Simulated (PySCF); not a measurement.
Species: CH₈AlNO.
Geometry (PBE0-D3(BJ)/def2-SVP, Å), atoms numbered from 1 in this order:
```xyz
12
CH8AlNO angstrom
C      1.8260   -1.1181    0.4199
O      0.5713   -0.5828    0.2076
Al    -0.1286    1.0072    0.2892
N     -1.9178    0.3430   -0.4464
H      2.6165   -0.6232   -0.1816
H      1.8460   -2.1898    0.1448
H      2.1463   -1.0582    1.4804
H      0.3210    2.0633   -0.8338
H     -0.5643    1.5510    1.7355
H     -1.7590   -0.0940   -1.3556
H     -2.6391    1.0562   -0.5570
H     -2.2800   -0.3822    0.1748
```

Computed, not measured: PySCF, PBE0-D3(BJ)/def2-SVP geometry optimisation, gas phase.

Masses are those of the commonest isotopes; rigid-rotor values at the optimised geometry. The values belong to one conformer with, in the numbering `[CH3:1][O:2][AlH2-:3][NH3+:4]`, C1–O2–Al3–N4 174°.

Problem. Give the principal moments of inertia and the rotational constants in MHz.

Solution. Ia = 43.39, Ib = 168.64, Ic = 198.33 u·Å²; 505379 MHz·u·Å²/I gives A = 11648, B = 2997, C = 2548 MHz.

Problem. Classify the top.

Solution. A near-prolate asymmetric top; Ray's κ = -0.901.

Problem. What does the inertial defect say?

Solution. Not planar: Δ = Ic − Ia − Ib = -13.70 u·Å². For a rigid frame Δ = −2 Σ m c², so Σ m c² = 6.85 u·Å² lies off the ab plane: 6.81 from hydrogen and 0.04 from heavier atoms. The atom farthest from that plane is 1.40 Å away.

Problem. Give the other two planar moments, Paa and Pbb, and the rms extents of the mass along the axes.

Solution. Paa = Σ m a² = (Ib + Ic − Ia)/2 = 161.79 and Pbb = Σ m b² = (Ia + Ic − Ib)/2 = 36.54 u·Å². With the mass M = 77.04 u, the rms extents √(P/M) along a, b and c are 1.45, 0.69, 0.30 Å.

Problem. Where do the levels up to J = 2 lie, in MHz?

Solution. Above 0(0,0):
J = 1: 1(0,1) 5545, 1(1,1) 14196, 1(1,0) 14645
J = 2: 2(0,2) 16618, 2(1,2) 24837, 2(1,1) 26183, 2(2,1) 52136, 2(2,0) 52153
Those of J = 1 are B + C, A + C and A + B.

Problem. Which lines would a microwave search look for?

Solution. The dipole components are |μa| = 3.21 D, |μb| = 3.54 D, |μc| = 0.09 D. Intensities carry the squares of the components, which stand as 0.82 : 1.00 : 0.00 (a : b : c). Some lines, for components of 0.1 D or more:

```tsv
type	branch	J(Ka,Kc)	MHz	lower level (cm⁻¹)
a	Q	1(1,0) ← 1(1,1)	449	0.474
a	Q	4(1,3) ← 4(1,4)	4483	2.069
b	R	3(0,3) ← 2(1,2)	8348	0.828
b	Q	2(1,1) ← 2(0,2)	9565	0.554
a	R	2(1,1) ← 1(1,0)	11539	0.488
b	R	4(0,4) ← 3(1,3)	14408	1.361
a	R	3(1,3) ← 2(1,2)	15952	0.828
a	R	3(2,2) ← 2(2,1)	16635	1.739
b	R	2(1,2) ← 1(0,1)	19292	0.185
a	R	4(2,3) ← 3(2,2)	22167	2.294
a	R	4(3,1) ← 3(3,0)	22215	3.775
a	R	4(2,2) ← 3(2,1)	22335	2.297
b	R	3(1,3) ← 2(0,2)	24171	0.554
b	Q	2(2,0) ← 2(1,1)	25970	0.873
b	Q	3(2,2) ← 3(1,3)	27982	1.361
b	R	4(2,3) ← 3(1,2)	47457	1.450
b	R	4(2,2) ← 3(1,3)	50402	1.361
b	R	3(3,0) ← 2(2,1)	61022	1.739
b	R	4(4,1) ← 3(3,0)	84309	3.775
```

Stationary, but not proved a minimum. No vibrational averaging or centrifugal distortion is included, and the geometry carries the error of its method. A rigid rotor knows nothing of internal rotation, which can split or shift real lines. Quadrupole hyperfine structure (14N, 27Al) is left out.
